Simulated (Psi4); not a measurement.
Psi4 input (wB97X-D/6-31G*):

```
memory 1500 MB

molecule {
-1 1
B    -0.23132100   -0.00707100    0.79386900
B     0.19449800    0.00594500   -0.66749800
H    -0.56449000   -0.01725500    1.93727300
H     0.34513600    1.04103300   -1.28389100
H     0.40346600   -1.01814900   -1.28523600
symmetry c1
no_reorient
no_com
}

set {
  basis 6-31G*
  reference rks
  scf_type pk
  dft_radial_points 99
  dft_spherical_points 590
  e_convergence 1e-8
  d_convergence 1e-7
  maxiter 150
}

e = energy('wb97x-d')
print_out(f'\nFINAL {e:.10f} DIPOLE {variable("CURRENT DIPOLE")[0]:.6f} {variable("CURRENT DIPOLE")[1]:.6f} {variable("CURRENT DIPOLE")[2]:.6f}\n')
```

From the output:

```
  Energy and wave function converged.

  ==> Post-Iterations <==

   Electrons on quadrature grid:
      Ntotal   =   14.0000000103 ; deviation = 1.029e-08

    Orbital Energies [Eh]
    ---------------------

    Doubly Occupied:

       1A     -6.592674     2A     -6.537003     3A     -0.348367
       4A     -0.280356     5A     -0.159793     6A     -0.137852
       7A      0.008644

    Virtual:

       8A      0.275550     9A      0.367340    10A      0.448625
      11A      0.492866    12A      0.545007    13A      0.577626
      14A      0.709172    15A      0.764883    16A      0.783310
      17A      0.822261    18A      0.829120    19A      0.859662
      20A      0.925004    21A      1.229029    22A      1.244797
      23A      1.276471    24A      1.349001    25A      1.480275
      26A      1.540863    27A      1.629824    28A      1.748874
      29A      1.769815    30A      2.037274    31A      2.107305
      32A      2.182265    33A      2.379436    34A      2.724567
      35A      3.850810    36A      3.919526

    Final Occupation by Irrep:
              A
    DOCC [     7 ]
    NA   [     7 ]
    NB   [     7 ]

  @RKS Final Energy:   -51.38335190993163

   => Energetics <=

    Nuclear Repulsion Energy =             19.0119574259304471
    One-Electron Energy =                -108.5007375229789659
    Two-Electron Energy =                  44.3391289043940660
    DFT Exchange-Correlation Energy =      -6.2330368541332248
    Empirical Dispersion Energy =          -0.0006638631439524
    VV10 Nonlocal Energy =                  0.0000000000000000
    Total Energy =                        -51.3833519099316334

Computation Completed

Properties will be evaluated at   0.000000,   0.000000,   0.000000 [a0]

Properties computed using the SCF density matrix

 Multipole Moments:

 ------------------------------------------------------------------------------------
     Multipole            Electronic (a.u.)      Nuclear  (a.u.)        Total (a.u.)
 ------------------------------------------------------------------------------------

 L = 1.  Multiply by 2.5417464519 to convert [e a0] to [Debye]
 Dipole X            :         -0.1284121           -0.0000057           -0.1284178
 Dipole Y            :         -0.0039240           -0.0000019           -0.0039259
 Dipole Z            :          0.4407170            0.0000019            0.4407189
 Magnitude           :                                                    0.4590639

 ------------------------------------------------------------------------------------

FINAL -51.3833519099 DIPOLE -0.128418 -0.003926 0.440719

*** Psi4 exiting successfully. Buy a developer a beer!
```

The dipole moment of an ion depends on the origin.

The geometry given is a B3LYP-D3(BJ)/def2-TZVP minimum.
